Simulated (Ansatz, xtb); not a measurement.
# Relative energy of two isomers of C6H2N2O

Structure X: `N#Cc1ccc(C#N)o1`, a singlet. Structure Y: `N#Cc1cocc1C#N`, a singlet. Both are isolated molecules in the gas phase, relaxed with PBE0-D3(BJ)/def2-SVP.

Which of the two would you expect CCSD(T)/def2-SVP + ΔMP2/def2-TZVPP electronic energies to favour?

Structure Y; the calculation gives E(Y) − E(X) = −10.8 kJ/mol.

Level by level:

```csv
level,geometry,E(Y) − E(X) (kJ/mol),departure from the last row (kJ/mol),"job, with rough time for the two"
GFN2-xTB,GFN2-xTB,−7.5,+3.3,"optimisation, 0.93 s"
HF/STO-3G,GFN2-xTB,−10.5,+0.3,"single point, 3.9 s"
r2SCAN-D4/def2-SVP,GFN2-xTB,−5.3,+5.5,"single point, 18 s"
PBE0-D3(BJ)/def2-SVP,PBE0-D3(BJ)/def2-SVP,−8.7,+2.2,"optimisation, 3.2 min"
HF/def2-SVP,PBE0-D3(BJ)/def2-SVP,−19.4,−8.6,part of the CCSD(T) run
MP2/def2-SVP,PBE0-D3(BJ)/def2-SVP,−8.7,+2.1,part of the CCSD(T) run
CCSD(T)/def2-SVP,PBE0-D3(BJ)/def2-SVP,−12.5,−1.7,single point
CCSD(T)/def2-SVP + ΔMP2/def2-TZVPP,PBE0-D3(BJ)/def2-SVP,−10.8,,"single point, 6.9 min"
```

As drawn, both hold the same kinds of bond in the same numbers.

None of the levels shown reverses the order. The largest departure from CCSD(T)/def2-SVP + ΔMP2/def2-TZVPP is that of HF/def2-SVP, 8.6 kJ/mol. The last row adds to CCSD(T) the change of the MP2 difference between the two basis sets, here +1.7 kJ/mol.

With thermal terms from frequencies at re-optimised GFN2-xTB minima (ideal gas, soft modes damped towards free rotors, one conformer each, 298.15 K, 1 atm): the zero-point term adds +0.1 kJ/mol; ΔH is −10.8 and ΔG −10.9 kJ/mol.

The correlated steps freeze 9 core orbitals. Programs: Ansatz 0.2.0, xtb 6.7.1; the last row on 2 threads of AMD EPYC (Zen 3) on a shared host.
